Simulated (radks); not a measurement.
Results of a calculation; reference values are marked as such.
All-electron atom: Ni IV in [Ar] 3d5 4s2 (not the ground configuration). Code: a radial shooting solver on a logarithmic mesh with Libxc functionals. Model: Dirac Kohn-Sham, PBE, spin-unpolarised, spherical densities, finite nucleus; open shells fill j = l - 1/2 first; Fermi nuclear charge, rms radius 3.7757 fm. Some entries of the table are withheld. Estimate them.

orbital,occ.,eigenvalue (eV),<1/r> (bohr^-1)
1s1/2,2,-8270.508,28.09
2s1/2,2,-1044.438,6.097
2p1/2,2,-918.8157,(1)
2p3/2,4,-901.3538,(2)
3s1/2,2,-168.6793,1.972
3p1/2,2,(3),1.857
3p3/2,4,(4),1.829
3d3/2,4,(5),1.567
3d5/2,1,(6),1.560
4s1/2,2,(7),0.6705

Answer. 
(1) 2p1/2 <1/r> (bohr^-1): 6.047
(2) 2p3/2 <1/r> (bohr^-1): 5.922
(3) 3p1/2 eigenvalue (eV): -129.9174
(4) 3p3/2 eigenvalue (eV): -127.5359
(5) 3d3/2 eigenvalue (eV): -63.7807
(6) 3d5/2 eigenvalue (eV): -63.4637
(7) 4s1/2 eigenvalue (eV): -38.9346
